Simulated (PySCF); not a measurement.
## `[C-]#[N+]c1ncc(C)s1`, C5H4N2S

Geometry:
```csv
atom,x (Å),y (Å),z (Å)
C1,4.689,-0.695,-0.857
N2,3.560,-0.624,-0.525
C3,2.252,-0.533,-0.167
N4,1.803,-0.728,1.033
C5,0.454,-0.561,1.066
C6,-0.159,-0.232,-0.118
C7,-1.604,0.009,-0.384
S8,1.045,-0.126,-1.355
H9,-0.082,-0.691,2.008
H10,-2.007,-0.700,-1.124
H11,-2.173,-0.113,0.548
H12,-1.786,1.027,-0.763
```

Method: quadratic response PBE0/def2-SVPD first hyperpolarisability, Taylor convention, gas phase (PySCF 2.14.0). Geometry: PBE0-D3(BJ)/def2-SVP.

Task: Give the tensor of the second harmonic β(−2ω;ω,ω) at 1550 nm in the axes of these coordinates.

Result: In au, Taylor convention; rows are the first index (the induced dipole):
|  | xx | yy | zz | xy | xz | yz |
| --- | --- | --- | --- | --- | --- | --- |
| x | -543.9 | +27.7 | +41.9 | +45.4 | +151.5 | -17.1 |
| y | +47.1 | -33.5 | -3.3 | +27.3 | -16.9 | +34.8 |
| z | +143.1 | +35.3 | +58.8 | -15.7 | +40.8 | -3.0 |

Norm of βᵢ = ⅓ Σⱼ (βᵢⱼⱼ + βⱼᵢⱼ + βⱼⱼᵢ): 533.6 au, hyper-Rayleigh value 241.5 au.
